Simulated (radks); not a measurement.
Values are calculated unless marked as measured or tabulated.
Task: The mean radii <r> (bohr) of the occupied orbitals of an atom or ion are listed with their occupations. Level of theory: scalar-relativistic Kohn-Sham, PBE, spin-polarised, spherical densities, point nucleus (a radial shooting solver on a logarithmic mesh with Libxc functionals).

| orbital | occ. | <r> |
|---|---|---|
| 1s up | 1 | 0.1765 |
| 1s down | 1 | 0.1761 |
| 2s up | 1 | 0.9539 |
| 2s down | 1 | 0.9738 |
| 2p up | 3 | 0.9669 |
| 2p down | 1 | 1.011 |

Name the element and its charge. Open shells, if any, are filled with parallel spins first.

Result: Z = 9, fluorine, charge +1: F+ in [He] 2s2 2p4. The 1s radius gives Z: for a bare nucleus <r> = (2 gamma + 1)/(2Z) with gamma = sqrt(1 - (Z/c)^2), 0.1664 bohr for Z = 9, and screening makes it slightly larger (0.1765 here). The occupations add up to 8, and the charge is Z minus that.
